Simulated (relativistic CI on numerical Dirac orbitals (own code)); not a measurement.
What each ingredient does to the levels of Fe8+

Base calculation: Dirac-Coulomb-Breit CI, orbitals from a KLI potential per configuration, model QED (radiative potential, 1s self-energy scaled to tabulated hydrogen-like ionisation energies), unscaled Slater integrals.

Configuration list (outside the closed core [Ne]): 3s2 3p6, 3s2 3p5 3d, 3s 3p6 3d, 3s2 3p5 4s, 3s2 3p5 4p, 3s2 3p5 4d, 3s 3p6 4s, 3s2 3p5 4f, 3s 3p6 4p, 3p6 3d2, 3p5 3d3, 3p5 3d2 4s, 3p5 3d2 4p, 3p5 3d2 4d. Double excitations out of closed p, d and f shells are left out; levels of such configurations are missing from the list, as are those of other unlisted configurations, and high levels can miss mixing partners. These lack a partner that the ground configuration has and come out too high: 3s2 3p5 4f.

The lowest level and the first level of each name with at least 55 % of one term (blank where a level has no safe partner in the second run):

| Level | Base (cm⁻¹) | Shift (cm⁻¹) |
| --- | --- | --- |
| 3s2 3p6 1S_0 | 0 | 0 |
| 3s2 3p5 3d 3P°_0 | 400386 | -153 |
| 3s2 3p5 3d 3P°_1 | 402978 | -153 |
| 3s2 3p5 3d 3P°_2 | 408402 | -153 |
| 3s2 3p5 3d 3F°_4 | 420638 | -130 |
| 3s2 3p5 3d 3F°_3 | 424393 | -130 |
| 3s2 3p5 3d 3F°_2 | 429045 | -129 |
| 3s2 3p5 3d 3D°_3 | 454446 | -139 |
| 3s2 3p5 3d 1D°_2 | 456706 | -136 |
| 3s2 3p5 3d 3D°_1 | 459581 | -137 |
| 3s2 3p5 3d 3D°_2 | 462120 | -136 |
| 3s2 3p5 3d 1F°_3 | 464631 | -138 |
| 3s2 3p5 3d 1P°_1 | 608855 | -315 |
| 3s 3p6 3d 3D_1 | 783802 | -290 |
| 3s 3p6 3d 3D_2 | 784544 | -293 |
| 3s 3p6 3d 3D_3 | 785740 | -297 |
| 3s 3p6 3d 1D_2 | 831921 | -127 |
| 3s2 3p5 4s 3P°_2 | 942953 | +4658 |
| 3s2 3p5 4s 3P°_1 | 948378 | +4901 |
| 3s2 3p5 4s 3P°_0 | 958541 | +4835 |
| 3s2 3p5 4s 1P°_1 | 964357 | +5329 |
| 3s2 3p5 4p 3S_1 | 1023709 | +4163 |

At this charge configurations can still be misplaced by up to about 7 % of their energy.

**Question.** One thing was changed in a second run, which moved the levels as shown. Which?
A. QED terms removed
B. one mean potential for all configurations
C. Breit term removed
D. configuration mixing switched off

**Answer.** B. One mean potential for all configurations. One potential for all configurations removes the relaxation of the orbitals, which moves whole configurations and changes the integrals a little.

LS names give the leading component of a level, which can be under half, so a name can repeat, a term be missing and a line seem to break the LS rules.
